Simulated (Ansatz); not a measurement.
Two spin states of ZnSe, each at its own minimum; 2S+1 = 1, 3 were tried, and our sources give no spin for the ground state. No spin–orbit coupling. Zn is treated without relativity. Se is treated without relativity.

```json
[
 {"level": "PBE/def2-TZVPP", "energy of the multiplicity-3 state above the multiplicity-1 state (eV)": "0.333"},
 {"level": "PBE0/def2-TZVPP", "energy of the multiplicity-3 state above the multiplicity-1 state (eV)": "0.161"},
 {"level": "wB97X-V/def2-TZVPP", "energy of the multiplicity-3 state above the multiplicity-1 state (eV)": "0.126"},
 {"level": "CCSD/def2-TZVPP", "energy of the multiplicity-3 state above the multiplicity-1 state (eV)": "0.115"},
 {"level": "CCSD(T)/def2-TZVPP", "energy of the multiplicity-3 state above the multiplicity-1 state (eV)": "0.284"}
]
```

The rows run from 0.115 (CCSD/def2-TZVPP) to 0.333 eV (PBE/def2-TZVPP). The 3 functionals in def2-TZVPP without D3 or D4 span 0.207, from wB97X-V to PBE.

Each state is the lowest solution found for its spin in def2 and cc sets. The singlet is a restricted closed-shell determinant, which can mix singlet states where a π or δ shell is part-filled.

Correlated levels freeze the inner cores; with def2 sets outer-core shells near the valence are correlated too.

Doubts at one or more of the structures used: a restricted determinant that unrestricted orbitals would lower (CCSD/def2-TZVPP, CCSD(T)/def2-TZVPP).

Codes used: Ansatz (an electronic-structure program) with Gaussian orbitals. Each number belongs to the level named beside it.
